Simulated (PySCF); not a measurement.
C6H5O, SMILES c1(c[c]ccc1)O, multiplicity 2. The structure is a stationary point at PBE0-D3(BJ)/def2-SVP. The isomer is the one that the SMILES or the coordinates give; other isomers of the formula were not compared. Other conformers were not sampled.

Computed equilibrium geometry at PBE0-D3(BJ)/def2-SVP (PySCF confirms it by a frequency run) as Cartesian coordinates in Å, and its point group (one conformer of several):
point group Cs.
```xyz
12

O      0.0275    -2.2656     0.0000
C     -0.0059    -0.9185     0.0000
C     -1.2659    -0.2944     0.0000
C     -1.2687     1.0776     0.0000
C     -0.1678     1.9061     0.0000
C      1.0734     1.2580     0.0000
C      1.1552    -0.1339     0.0000
H      0.9441    -2.5616     0.0000
H     -2.1717    -0.9053     0.0000
H     -0.2425     2.9956     0.0000
H      1.9942     1.8481     0.0000
H      2.1343    -0.6225     0.0000
```
Charge 0, spin multiplicity 2.
